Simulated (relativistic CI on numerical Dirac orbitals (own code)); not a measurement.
Sr19+: computed level list

Computed by Dirac-Coulomb-Breit CI, KLI orbitals optimised for each configuration, QED by a radiative potential, unscaled Slater integrals (own radial code, finite nucleus).

Configuration list (outside the closed core [Ne]): 3s2 3p6 3d, 3s2 3p5 3d2, 3s 3p6 3d2, 3s2 3p6 4s, 3s2 3p6 4p, 3s2 3p6 4d, 3s2 3p6 4f, 3s2 3p5 3d 4s, 3s2 3p5 3d 4p, 3p6 3d3, 3p5 3d4. Double excitations out of closed p, d and f shells are left out; levels of such configurations are missing from the list, as are those of other unlisted configurations, and high levels can miss mixing partners. These lack a partner that the ground configuration has and come out too high: 3s2 3p5 3d 4s, 3s2 3p5 3d 4p.

The lowest level is 3s2 3p6 3d 2D_3/2, with 100 % of that term; Hund's rules for 3s2 3p6 3d give 2D with J = 3/2, in agreement.

```
No.  Configuration  Term     J  E (cm⁻¹)    %  Next component (%)  Lifetime (s)
  1     3s2 3p6 3d    2D   3/2         0  100                                  
  2     3s2 3p6 3d    2D   5/2     21187  100                          9.77e-03
  3    3p5 3d2(3F)   4D°   1/2    774554   98               2 2P°      4.56e-06
  4    3p5 3d2(3F)   4D°   3/2    780826   90               6 4F°      9.62e-08
  5    3p5 3d2(3F)   4D°   5/2    792419   82              13 4F°      5.05e-08
  6    3p5 3d2(3F)   4D°   7/2    808449   75              18 4F°      1.59e-07
  7    3p5 3d2(3F)   4G°   9/2    827108   79              15 4F°      2.35e-02
  8    3s2 3p5 3d2   2F°   5/2    828577   24              23 4G°      3.39e-09
  9    3p5 3d2(3F)   4G°   7/2    828851   57              12 2F°      7.26e-08
 10    3p5 3d2(3F)   4G°  11/2    831038   98               2 2H°      7.01e-01
 11    3p5 3d2(3P)   4P°   5/2    843516   70              13 2F°      5.66e-07
 12    3p5 3d2(1D)   2D°   3/2    848885   40              25 4F°      6.34e-10
 13    3p5 3d2(3P)   4P°   3/2    853676   66              17 4F°      9.76e-10
 14    3p5 3d2(3F)   2G°   7/2    867747   46              30 4F°      5.18e-07
 15    3p5 3d2(3P)   4P°   1/2    869695   71              17 2P°      7.70e-07
 16    3p5 3d2(1D)   2D°   5/2    871803   64              17 2F°      1.09e-09
 17    3p5 3d2(3F)   4F°   9/2    873267   70              25 2G°      7.28e-04
 18    3p5 3d2(1G)   2F°   5/2    891709   39              27 4F°      1.85e-10
 19    3p5 3d2(3F)   4F°   3/2    891755   37              31 2P°      5.45e-10
 20    3p5 3d2(1D)   2F°   7/2    896126   56              29 4D°      5.42e-10
 21    3p5 3d2(1G)   2H°  11/2    897028   98               2 4G°      3.89e-03
 22    3p5 3d2(1D)   2F°   7/2    902828   74              14 4D°      1.09e-10
 23    3p5 3d2(1D)   2P°   1/2    904593   80              16 4P°      4.80e-10
 24    3p5 3d2(3F)   4G°   5/2    910046   48              20 4F°      3.40e-10
 25    3p5 3d2(1G)   2H°   9/2    936859   57              42 2G°      1.03e-03
 26    3p5 3d2(3P)   2D°   3/2    942947   46              39 4D°      2.56e-10
 27    3p5 3d2(3P)   4D°   5/2    947925   63              17 2D°      1.62e-10
 28    3p5 3d2(3F)   2G°   7/2    953500   45              26 4G°      9.91e-10
 29    3p5 3d2(3F)   4D°   7/2    962648   62              15 4F°      3.23e-10
 30    3p5 3d2(1D)   2D°   3/2    962736   42              37 2P°      5.13e-10
 31    3p5 3d2(3P)   4D°   1/2    980006   85               8 2P°      8.02e-11
 32    3p5 3d2(3F)   2G°   9/2    983119   63              14 4F°      3.61e-05
 33    3p5 3d2(1D)   2F°   5/2    989990   72              22 2D°      7.02e-11
 34    3p5 3d2(3P)   4D°   3/2   1004664   35              33 2D°      8.77e-11
 35    3p5 3d2(3P)   2S°   1/2   1019319   79              12 4P°      5.91e-10
 36    3p5 3d2(3P)   4S°   3/2   1023649   45              18 2P°      3.36e-10
 37    3p5 3d2(1G)   2G°   7/2   1027342   73              20 2F°      7.44e-11
 38    3p5 3d2(3P)   2D°   5/2   1041854   62              19 4D°      5.83e-11
 39    3p5 3d2(1G)   2G°   9/2   1043295   65              32 2H°      3.50e-05
 40    3p5 3d2(1S)   2P°   3/2   1054974   83               7 4S°      5.52e-10
 41    3p5 3d2(3F)   2F°   5/2   1094904   94               4 2D°      3.03e-12
 42    3p5 3d2(1S)   2P°   1/2   1128374   93               4 4D°      2.11e-11
 43    3p5 3d2(1G)   2F°   7/2   1151383   91               7 2G°      2.76e-12
 44    3p5 3d2(3P)   2P°   1/2   1202008   99               1 4D°      1.59e-12
 45    3p5 3d2(3P)   2P°   3/2   1225558   71              27 2D°      1.33e-12
```

Energies count from the lowest computed level; ° marks odd parity; lifetimes are radiative, by E1, M1, E2, M2, E3 decay to levels of this space only. Percentages are summed over parent terms; the parents shown are those of the largest component, closed shells are left out there.

The mean weight of the leading LS term, summed over parents, in these 45 levels is 69 %, and that of the leading jj configuration (from the same eigenvectors) 62 %.

At this charge energies of transitions that change n are usually good to better than 1 %, and those within a shell (Δn = 0) to a few per cent.

LS names give the leading component of a level, which can be under half, so a name can repeat, a term be missing and a line seem to break the LS rules.
